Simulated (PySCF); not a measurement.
PySCF input file for S4, SMILES S=S(=S)=S, TDDFT-PBE/def2-SVPD. Geometry: ωB97X-D3(BJ)/def2-SVP.

```python
import numpy as np
from pyscf import gto, scf, dft, tdscf

mol = gto.M(
    atom='''
    S    -0.00000000    0.00000000    0.00000000
    S     1.90025271    0.00000000   -0.00000000
    S    -0.95012635    1.64566712    0.00000000
    S    -0.95012635   -1.64566712   -0.00000000
    ''',
    basis='def2-SVPD',
    charge=0,
    spin=0,
    symmetry=True,
    max_memory=1600,
    verbose=4,
)
mf = dft.RKS(mol, xc='pbe').density_fit(auxbasis='def2-universal-jkfit')
mf.grids.level = 3
mf.conv_tol = 1e-9
mf.max_cycle = 100
mf.kernel()
mf.grids = dft.Grids(mol).set(level=1).build(with_non0tab=True)  # coarser grid for the response kernel
td = tdscf.TDDFT(mf)
td.singlet = True
td.nstates = 10
td.conv_tol = 1e-4
td.positive_eig_threshold = 1e-6
td.kernel(x0=td.get_init_guess(mf, 15))
td.analyze()
tt = tdscf.TDA(mf)
tt.singlet = False
tt.nstates = 4
tt.conv_tol = 1e-4
tt.positive_eig_threshold = 1e-6
tt.kernel(x0=tt.get_init_guess(mf, 9))
tt.analyze(verbose=3)
```

Log of the run:

```
PySCF version 2.14.0

[INPUT] verbose = 4
[INPUT] num. atoms = 4
[INPUT] num. electrons = 64
[INPUT] charge = 0
[INPUT] spin (= nelec alpha-beta = 2S) = 0
[INPUT] symmetry True subgroup None
[INPUT] Mole.unit = angstrom
[INPUT] Symbol           X                Y                Z      unit          X                Y                Z       unit  Magmom
[INPUT]  1 S      0.000000000000   0.000000000000   0.000000000000 AA    0.000000000000   0.000000000000   0.000000000000 Bohr   0.0
[INPUT]  2 S      1.900252710000   0.000000000000   0.000000000000 AA    3.590957189363   0.000000000000   0.000000000000 Bohr   0.0
[INPUT]  3 S     -0.950126350000   1.645667120000   0.000000000000 AA   -1.795478585233   3.109860149002   0.000000000000 Bohr   0.0
[INPUT]  4 S     -0.950126350000  -1.645667120000   0.000000000000 AA   -1.795478585233  -3.109860149002   0.000000000000 Bohr   0.0

nuclear repulsion = 337.348774739428
point group symmetry = D3h, use subgroup C2v
symmetry origin: [4.72431527e-09 0.00000000e+00 0.00000000e+00]
symmetry axis x: [0. 1. 0.]
symmetry axis y: [0. 0. 1.]
symmetry axis z: [1. 0. 0.]
num. orbitals of irrep A1 = 45
num. orbitals of irrep A2 = 12
num. orbitals of irrep B1 = 31
num. orbitals of irrep B2 = 20
number of shells = 44
number of NR pGTOs = 180
number of NR cGTOs = 108
basis = def2-SVPD
ecp = {}


******** <class 'pyscf.df.df_jk.DFSymAdaptedRKS'> ********
method = DFSymAdaptedRKS
initial guess = minao
damping factor = 0
level_shift factor = 0
DIIS = <class 'pyscf.scf.diis.CDIIS'>
diis_start_cycle = 1
diis_space = 8
diis_damp = 0
SCF conv_tol = 1e-09
SCF conv_tol_grad = None
SCF max_cycles = 100
direct_scf = False
XC library pyscf.dft.libxc version 7.1.2
    S. Lehtola, C. Steigemann, M. J. T. Oliveira, and M. A. L. Marques,  SoftwareX 7, 1–5 (2018)
XC functionals = pbe
    J. P. Perdew, K. Burke, and M. Ernzerhof,  Phys. Rev. Lett. 77, 3865 (1996)
    J. P. Perdew, K. Burke, and M. Ernzerhof,  Phys. Rev. Lett. 78, 1396 (1997)
    J. P. Perdew, K. Burke, and M. Ernzerhof,  Phys. Rev. Lett. 77, 3865 (1996)
    J. P. Perdew, K. Burke, and M. Ernzerhof,  Phys. Rev. Lett. 78, 1396 (1997)
radial grids:
    Treutler-Ahlrichs [JCP 102, 346 (1995); DOI:10.1063/1.469408] (M4) radial grids

becke partition: Becke, JCP 88, 2547 (1988); DOI:10.1063/1.454033
pruning grids: <function nwchem_prune>
grids dens level: 3
symmetrized grids: True
atomic radii adjust function: <function treutler_atomic_radii_adjust>
small_rho_cutoff = 0
Freeze 0 electrons in irreps []
    64 free electrons in irreps A1 A2 B1 B2
Set gradient conv threshold to 3.16228e-05
Initial guess from minao.
tot grids = 75520
init E= -1592.36456093122
HOMO (B1) = -0.256674262185122  LUMO (B2) = -0.178316402921825  gap/eV = 2.13223
cycle= 1 E= -1591.5205720437  delta_E= 0.844  |g|=  0.4  |ddm|=  3.5
HOMO (B1) = -0.215741162026267  LUMO (B2) = -0.191100297435913  gap/eV = 0.67051
cycle= 2 E= -1591.33403243658  delta_E= 0.187  |g|= 0.922  |ddm|= 1.55
HOMO (B1) = -0.219642500990046  LUMO (B2) = -0.172077531020677  gap/eV = 1.29431
cycle= 3 E= -1591.5633500595  delta_E= -0.229  |g|= 0.082  |ddm|= 1.19
HOMO (B1) = -0.229666018315007  LUMO (B2) = -0.179886977802279  gap/eV = 1.35456
cycle= 4 E= -1591.5655228681  delta_E= -0.00217  |g|= 0.0239  |ddm|= 0.185
HOMO (B1) = -0.227913155697628  LUMO (B2) = -0.177832494096848  gap/eV = 1.36276
cycle= 5 E= -1591.56570809294  delta_E= -0.000185  |g|= 0.00126  |ddm|= 0.0373
HOMO (B1) = -0.228132622999918  LUMO (B2) = -0.178052284870947  gap/eV = 1.36276
cycle= 6 E= -1591.56570853919  delta_E= -4.46e-07  |g|= 0.000191  |ddm|= 0.00323
HOMO (B1) = -0.22810039013972  LUMO (B2) = -0.178024824277451  gap/eV = 1.36263
cycle= 7 E= -1591.56570855077  delta_E= -1.16e-08  |g|= 3.3e-05  |ddm|= 0.000531
HOMO (B1) = -0.228100286070978  LUMO (B2) = -0.178023739173136  gap/eV = 1.36265
cycle= 8 E= -1591.56570854981  delta_E= 9.65e-10  |g|= 5.65e-05  |ddm|= 0.000119
HOMO (B1) = -0.228100324253884  LUMO (B2) = -0.178023593864695  gap/eV = 1.36266
cycle= 9 E= -1591.56570855115  delta_E= -1.34e-09  |g|= 9.12e-07  |ddm|= 8.76e-05
HOMO (B1) = -0.228100471846463  LUMO (B2) = -0.17802372316626  gap/eV = 1.36266
cycle= 10 E= -1591.56570855114  delta_E= 2.96e-12  |g|= 6.64e-08  |ddm|= 1.88e-06
HOMO (B1) = -0.228100458749917  LUMO (B2) = -0.178023707810567  gap/eV = 1.36266
Extra cycle  E= -1591.56570855115  delta_E= -4.32e-12  |g|= 1.63e-07  |ddm|= 3.2e-07
converged SCF energy = -1591.56570855115
tot grids = 25264
Overwritten attributes  positive_eig_threshold  of <class 'pyscf.tdscf.rks.CasidaTDDFT'>


******** <class 'pyscf.tdscf.rks.CasidaTDDFT'> for <class 'pyscf.df.df_jk.DFSymAdaptedRKS'> ********
nstates = 10 singlet
deg_eia_thresh = 1.000e-03
wfnsym = None
conv_tol = 0.0001
eigh lindep = 1e-12
eigh level_shift = 0
eigh max_cycle = 100


Excitation energies (eV)
[1.51158236 2.84538527 2.92557037 2.92558134 3.48930186 3.48930374
 3.93696757 3.93698159 4.44267619 4.44271191]

** Singlet excitation energies and oscillator strengths **
Excited State   1:   A2      1.51158 eV    820.23 nm  f=0.0000
      32 -> 33        0.70796
Excited State   2:   B1      2.84539 eV    435.74 nm  f=0.0000
      32 -> 34       -0.70691
Excited State   3:   A2      2.92557 eV    423.79 nm  f=0.0000
      28 -> 33        0.70685
Excited State   4:   B2      2.92558 eV    423.79 nm  f=0.0000
      29 -> 33        0.70685
Excited State   5:   B1      3.48930 eV    355.33 nm  f=0.0617
      28 -> 34        0.20598
      31 -> 33        0.66710
      32 -> 36        0.10371
Excited State   6:   A1      3.48930 eV    355.33 nm  f=0.0617
      29 -> 34       -0.20598
      30 -> 33       -0.66710
      32 -> 35        0.10371
Excited State   7:   A2      3.93697 eV    314.92 nm  f=0.0000
      31 -> 34        0.70615
Excited State   8:   B2      3.93698 eV    314.92 nm  f=0.0000
      30 -> 34       -0.70615
Excited State   9:   A1      4.44268 eV    279.08 nm  f=0.0287
      29 -> 34        0.65098
      30 -> 33       -0.16432
      32 -> 35        0.21659
Excited State  10:   B1      4.44271 eV    279.07 nm  f=0.0287
      28 -> 34       -0.65098
      31 -> 33        0.16432
      32 -> 36        0.21659

** Transition electric dipole moments (AU) **
state          X           Y           Z        Dip. S.      Osc.
  1         0.0000      0.0000     -0.0000      0.0000      0.0000
  2         0.0000     -0.0000     -0.0000      0.0000      0.0000
  3        -0.0000      0.0000     -0.0000      0.0000      0.0000
  4         0.0000     -0.0000     -0.0000      0.0000      0.0000
  5        -0.0000     -0.8498     -0.0000      0.7222      0.0617
  6         0.8498     -0.0000     -0.0000      0.7222      0.0617
  7         0.0000     -0.0000      0.0000      0.0000      0.0000
  8        -0.0000     -0.0000      0.0000      0.0000      0.0000
  9         0.5135      0.0000      0.0000      0.2637      0.0287
 10         0.0000     -0.5135      0.0000      0.2637      0.0287

** Transition velocity dipole moments (imaginary part, AU) **
state          X           Y           Z        Dip. S.      Osc.
  1         0.0000      0.0000      0.0000      0.0000      0.0000
  2        -0.0000     -0.0000     -0.0000      0.0000      0.0000
  3        -0.0000      0.0000     -0.0000      0.0000      0.0000
  4        -0.0000     -0.0000     -0.0000      0.0000      0.0000
  5        -0.0000     -0.1094     -0.0000      0.0120      0.0622
  6         0.1094     -0.0000     -0.0000      0.0120      0.0622
  7        -0.0000      0.0000      0.0000      0.0000      0.0000
  8         0.0000      0.0000      0.0000      0.0000      0.0000
  9         0.0830     -0.0000      0.0000      0.0069      0.0282
 10        -0.0000     -0.0830      0.0000      0.0069      0.0282

** Transition magnetic dipole moments (imaginary part, AU) **
state          X           Y           Z
  1        -0.0000     -0.0000      0.0000
  2         0.0000     -0.0000     -1.3102
  3         1.1451      0.0000      0.0000
  4        -0.0000     -1.1451      0.0000
  5         0.0000      0.0000     -0.0000
  6         0.0000     -0.0000      0.0000
  7         0.1077      0.0000      0.0000
  8         0.0000      0.1077     -0.0000
  9         0.0000     -0.0000      0.0000
 10         0.0000      0.0000     -0.0000
Overwritten attributes  positive_eig_threshold  of <class 'pyscf.tdscf.rks.TDA'>


******** <class 'pyscf.tdscf.rks.TDA'> for <class 'pyscf.df.df_jk.DFSymAdaptedRKS'> ********
nstates = 4 triplet
deg_eia_thresh = 1.000e-03
wfnsym = None
conv_tol = 0.0001
eigh lindep = 1e-12
eigh level_shift = 0
eigh max_cycle = 100


Excitation energies (eV)
[1.18839323 2.0684182  2.06842619 2.43589322]

** Triplet excitation energies and oscillator strengths **
Excited State   1:   A2      1.18839 eV   1043.29 nm  f=0.0000
Excited State   2:   B1      2.06842 eV    599.42 nm  f=0.0000
Excited State   3:   A1      2.06843 eV    599.41 nm  f=0.0000
Excited State   4:   B1      2.43589 eV    508.99 nm  f=0.0000
```

The run converged.
